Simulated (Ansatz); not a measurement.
Nb2O⁺. Charge 1, multiplicity 2. Geometry r2SCAN-D4/def2-TZVP, that of the neutral singlet; atoms count from 1.

Cartesian coordinates in Å:
```
Nb 0.942 0.164 -0.700
Nb -0.878 -0.774 -0.186
O -0.064 0.610 0.887
```

In the def2 sets Nb takes a core potential; there is no spin–orbit coupling. The structure comes from a short search, and lower isomers may exist.

(1) Estimate the Mulliken populations from the PBE0/def2-TZVP orbitals of Ansatz.

(2) Where does the spin sit?

(3) And the Mayer bond orders between heavy atoms (over 0.3)?

Answers

(1) 
| atom | charge (e) | spin (α − β) | d electrons |
| --- | --- | --- | --- |
| Nb1 | 0.78 | 0.54 | 3.50 |
| Nb2 | 0.78 | 0.53 | 3.50 |
| O3 | -0.57 | -0.07 | – |
Mulliken values depend strongly on the basis.

(2) Summed by element: Nb 1.07, O -0.07, of 1 unpaired in all. Largest on single atoms: Nb1 0.54, Nb2 0.53, O3 -0.07.

(3) Nb1–Nb2 3.54 (2.11 Å); Nb1–O3 1.08 (1.93 Å); Nb2–O3 1.08 (1.93 Å).
